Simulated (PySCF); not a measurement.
`B1C=C[Se]CO1`. The calculation used PBE0-D3(BJ)/def2-SVP geometry optimisation, gas phase (PySCF 2.14.0).

```
atom  x, y, z in Å
B1     0.1520    1.2840   -0.3714
C2     1.2759    0.3390    0.1195
C3     1.1492   -1.0028    0.0217
Se4   -0.4793   -1.8722   -0.3480
C5    -1.5383   -0.3142    0.1759
O6    -1.1434    0.8685   -0.4475
H7     0.3688    2.3928   -0.8006
H8     2.2768    0.7248    0.3405
H9     1.9996   -1.6881    0.1166
H10   -1.4452   -0.2216    1.2707
H11   -2.5807   -0.5369   -0.0903
```

(1) Where is the centre of mass (commonest isotopes), and what is the radius of gyration?

(2) Which two atoms are farthest apart?

(3) Work out the bond lengths B1–C2, B1–O6, B1–H7, C2–H8, C3–Se4, C5–O6, C5–H11 in Å.

(4) What is the repulsion energy of the bare nuclei, Σ ZA·ZB/RAB?

(5) How far apart are these pairs, which share no bond: B1···C5, C2···H9, C3···C5, Se4···O6, H7···H8, H8···H9?

(6) What are the angles C2–B1–O6, C2–B1–H7, C2–C3–H9, Se4–C5–H11, Se4–C5–O6?

(7) How far are the heavy atoms from their best plane (unweighted least squares)?

(8) Give the dihedral angles B1–C2–C3–Se4, H9–C3–Se4–C5, B1–C2–C3–H9, C3–Se4–C5–H11, O6–B1–C2–C3, C3–Se4–C5–O6.

(9) Write the matrix of distances between heavy atoms (Å, lower triangle).

## Answers

(1) Mass 147.960 u; centre at (-0.295, -0.897, -0.233) Å; Rg = √(Σ m r²/M) = 1.501 Å. As Ia + Ib + Ic = 2 Σ m r², the three principal moments sum to 667.1 u·Å².

(2) H8···H11, 5.04 Å; the next longest distance is 4.73 Å.

(3) For B1–C2 the difference vector is (1.1239, -0.9450, 0.4909) Å, of length 1.5483 Å. B1–C2 1.548; B1–O6 1.363; B1–H7 1.209; C2–H8 1.095; C3–Se4 1.883; C5–O6 1.394; C5–H11 1.099 Å.

(4) 401.28 Eh over 55 pairs, with full nuclear charges and distances in bohr; the largest single term is 57.34 Eh (C3 with Se4).

(5) B1···C5 2.390 Å (2 bonds apart); C2···H9 2.152 Å (2 bonds apart); C3···C5 2.779 Å (2 bonds apart); Se4···O6 2.822 Å (2 bonds apart); H7···H8 2.779 Å (3 bonds apart); H8···H9 2.439 Å (3 bonds apart).

(6) From the scalar product of the two bond vectors; for C2–B1–O6 it is -1.1006 Å² over 1.5483 × 1.3625 Å², cos θ = -0.5217. C2–B1–O6 121.4°; C2–B1–H7 122.8°; C2–C3–H9 122.8°; Se4–C5–H11 106.7°; Se4–C5–O6 113.8°.

(7) 0.237 Å rms; B1 0.18, C2 0.19, C3 0.04, Se4 0.27, C5 0.40, O6 0.19 Å (magnitudes).

(8) B1–C2–C3–Se4 -14° (synperiplanar); H9–C3–Se4–C5 163° (antiperiplanar); B1–C2–C3–H9 164° (antiperiplanar); C3–Se4–C5–H11 172° (antiperiplanar); O6–B1–C2–C3 25° (synperiplanar); C3–Se4–C5–O6 52° (synclinal). Dihedral signs follow IUPAC: positive where, seen along the central bond, the front bond turns clockwise onto the rear one.

(9) 
```
B1    0.000
C2    1.548  0.000
C3    2.526  1.351  0.000
Se4   3.219  2.862  1.883  0.000
C5    2.390  2.890  2.779  1.955  0.000
O6    1.363  2.541  2.996  2.822  1.394  0.000
```

No PBE0-D3(BJ)/def2-SVP frequencies stand behind this structure, so it isn't proved a minimum. The numbers are those of one conformer.

Hardware: one thread of an Arm Neoverse V1, on a shared host. Cost: 52 s wall, 0.54 GiB resident at most. These figures are those of the optimisation.
